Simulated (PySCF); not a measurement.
# How methods differ on the excitation energy of Rh

Rh [Kr] 4d8 5s1 (4F) → Rh [Kr] 4d8 5p1 (high-spin determinant), as a difference of total energies. Calculation: PySCF 2.14, in aug-cc-pVTZ-DK (9s8p6d3f2g, 102 functions); scalar relativity by spin-free X2C-1e. Correlated levels: valence: [Kr] frozen. The calculations carry no spin-orbit coupling.

```tsv
method	excitation energy (cm⁻¹)
UHF	24305
LDA	30646
PBE	29281
PBE0	28351
r2SCAN	29223
wB97X	27846
r2SCANh	28962
B3LYP	28971
MP2 (valence)	28886
SCS-MP2 (valence)	27907
```

A first-order spin-orbit estimate (lowest level to lowest level, LS coupling) adds 0.021 eV.

The determinant of the upper state mixes LS terms, which raises its energy above the lowest term, most at the Hartree-Fock and MP2 levels.
